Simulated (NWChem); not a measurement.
System: GeH4TeS; SMILES S[Te][GeH3]

```xyz
7

Te    -0.7067     0.6332    -0.0872
S      1.4821     1.6646     0.1417
H      1.7564     1.7416    -1.1808
Ge     0.2242    -1.7639    -0.0278
H      0.9760    -1.9884     1.2931
H     -0.9826    -2.7167    -0.1305
H      1.1697    -1.9742    -1.2223
```
Atoms are numbered in this order, from 1.

Level: PBE0/def2-SVP with def2 effective core potentials on Te (NWChem), optimised geometry, unscaled harmonic frequencies. def2 effective core potentials on Te; no spin-orbit coupling.

| frequency (cm⁻¹) | IR intensity (km/mol) |
|---|---|
| 82 | 0.3 |
| 105 | 0.1 |
| 233 | 2.9 |
| 262 | 18.8 |
| 353 | 5.0 |
| 497 | 6.5 |
| 512 | 5.3 |
| 768 | 6.4 |
| 798 | 311.0 |
| 866 | 35.8 |
| 879 | 32.4 |
| 2148 | 99.2 |
| 2165 | 86.6 |
| 2172 | 81.2 |
| 2697 | 0.2 |

```json
{
 "zero_point_energy": "20.8 kcal/mol",
 "thermal correction to the enthalpy at 298.15 K (with zero-point energy)": "25.4 kcal/mol",
 "heat capacity Cv": "19.9 cal/(mol K)",
 "entropy at 298.15 K and 1 atm (symmetry number 1)": "84.9 cal/(mol K)"
}
```

Rigid rotor and harmonic oscillator; modes under 100 cm⁻¹ make the entropy uncertain.
